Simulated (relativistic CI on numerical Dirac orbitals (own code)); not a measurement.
Radial Dirac CI calculation of Au XXXII.

Command:

```sh
python run_levels.py task.json out
```

Input:

```
atom Au  Z=79  charge=31  electrons=48
nucleus A=197  rms_radius_fm=5.4371
hamiltonian dirac-coulomb  breit=on  qed=on  c_scale=1
orbitals kli  potential=per-configuration
slater_scale 0.5
correlation none
mixing on
grid step=0.0125 r_max=7.05
scf mixing=0.4 start=green max_iterations=150 tolerance=2e-08 node_fill=0.05
configurations
  [Kr] 4d10 4f2
end
```

Output:

```
SCF 1: [Kr] 4d10 4f2
 iter      energy (Ha)   residual   last orbital (Ha)
    1    -18287.735032   7.21e+00    -80.46928
    2    -18482.139527   3.81e+00    -59.57124
    3    -18551.899589   2.76e-01    -41.59151
    4    -18552.329657   1.73e-01    -42.40915
    5    -18552.446589   1.04e-02    -41.60139
    6    -18552.446820   4.64e-04    -41.56074
    7    -18552.446849   2.40e-04    -41.55606
    8    -18552.446860   3.68e-06    -41.55727
    9    -18552.446860   2.38e-06    -41.55726
   10    -18552.446860   1.84e-09    -41.55725
orbital energies (Ha): 3d5/2 -122.4963  4s -66.0664  4p1/2 -61.9166  4p3/2 -57.7405  4d3/2 -50.9813  4d5/2 -50.1315  4f5/2 -41.7848  4f7/2 -41.5573
configuration averages (Ha): Dirac-Coulomb, Breit, QED
  4f2                         -18552.446860   21.546229   14.830614
levels: no., configuration, term, J, E (cm-1), weight
   1 4f2                    3H   4                0.0  0.81
   2 4f2                    3F   2            14410.3  0.73
   3 4f2                    3H   5            42957.3  1.00
   4 4f2                    1G   4            50412.9  0.45
   5 4f2                    3F   3            51705.6  1.00
   6 4f2                    3P   0            52240.5  0.78
   7 4f2                    3H   6            66404.5  0.53
   8 4f2                    3P   2            71552.6  0.47
   9 4f2                    3P   1            82157.1  1.00
  10 4f2                    3F   4            96982.1  0.59
  11 4f2                    1I   6            98480.2  0.53
  12 4f2                    3P   2           119941.4  0.50
  13 4f2                    1S   0           160886.3  0.78
lowest total energy -18516.360103 Ha
end: converged
```

Against the reference input this run has: Slater scale 0.5, end of the grid at 7.05 bohr. The reference run ends at -18516.417056 Ha with Breit and QED terms.
